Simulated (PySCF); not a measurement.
Molecule: `c1c(C=O)nccc1`, C₆H₅NO.

Molfile (atoms numbered from 1):
```
C6H5NO
     RDKit          3D

 13 13  0  0  0  0  0  0  0  0999 V2000
    3.0541    0.6787    0.1912 O   0  0  0  0  0  0  0  0  0  0  0  0
    2.3405   -0.2714   -0.0018 C   0  0  0  0  0  0  0  0  0  0  0  0
    0.8521   -0.2085    0.0058 C   0  0  0  0  0  0  0  0  0  0  0  0
    0.2026    1.0053    0.2466 C   0  0  0  0  0  0  0  0  0  0  0  0
   -1.1872    1.0141    0.2428 C   0  0  0  0  0  0  0  0  0  0  0  0
   -1.8596   -0.1824    0.0005 C   0  0  0  0  0  0  0  0  0  0  0  0
   -1.1119   -1.3402   -0.2284 C   0  0  0  0  0  0  0  0  0  0  0  0
    0.2154   -1.3577   -0.2266 N   0  0  0  0  0  0  0  0  0  0  0  0
    2.7364   -1.2964   -0.2061 H   0  0  0  0  0  0  0  0  0  0  0  0
    0.8026    1.8995    0.4279 H   0  0  0  0  0  0  0  0  0  0  0  0
   -1.7413    1.9381    0.4256 H   0  0  0  0  0  0  0  0  0  0  0  0
   -2.9509   -0.2238   -0.0123 H   0  0  0  0  0  0  0  0  0  0  0  0
   -1.6163   -2.2939   -0.4214 H   0  0  0  0  0  0  0  0  0  0  0  0
  1  2  2  0
  2  3  1  0
  3  4  2  0
  4  5  1  0
  5  6  2  0
  6  7  1  0
  7  8  2  0
  8  3  1  0
  2  9  1  0
  4 10  1  0
  5 11  1  0
  6 12  1  0
  7 13  1  0
M  END
```

Geometry PBE0-D3(BJ)/def2-SVP throughout; GIAO in PySCF 2.14, gas phase, one conformer, non-relativistic; equivalent atoms averaged; basis pcSseg-1.

(1) How do the shifts δ (against TMS, NH3 at the same level) depend on the functional? (a selection of nuclei; ppm; last column core-seconds on shared hosts with different chips, so compare them loosely; the GGAs took longer than the global hybrids here, which isn't the general rule, and the cause wasn't traced)

(2) Which nucleus among those listed moves most, in ppm?

Answers

(1) 
```csv
functional,kind,C2,C3,C5,C6,N8,H9,H13,H10,H12,core-s
LDA,LDA,207.4,159.5,145.1,136.6,379.8,10.27,8.99,8.09,7.38,20
OPBE,GGA,189.0,146.5,133.5,125.1,342.2,10.15,8.96,8.08,7.32,27
KT3,GGA,181.6,143.5,129.0,121.1,334.1,9.73,8.61,7.85,7.02,26
B97-D,GGA,190.7,149.7,135.0,126.4,349.5,10.00,8.75,7.94,7.13,29
B3LYP,global hybrid,198.7,157.9,142.3,133.3,371.8,9.97,8.79,8.10,7.26,14
PBE0,global hybrid,198.8,156.7,142.1,132.8,366.1,10.03,8.92,8.22,7.40,24
mPW1PW91,global hybrid,198.5,156.8,142.1,132.8,365.9,10.01,8.90,8.21,7.39,15
WP04,global hybrid,196.3,158.0,141.6,132.2,358.5,9.66,8.61,8.00,7.11,15
BHandHLYP,global hybrid,199.6,160.2,145.0,134.7,376.0,9.85,8.84,8.30,7.38,14
```

(2) N8 (pyridine-type ring nitrogen): from 334.1 ppm with KT3 to 379.8 ppm with LDA. The smallest spread is 0.38 ppm, at H13. Proton shifts span only some 12 ppm, so a few tenths of a ppm matter as much there as several ppm in carbon.
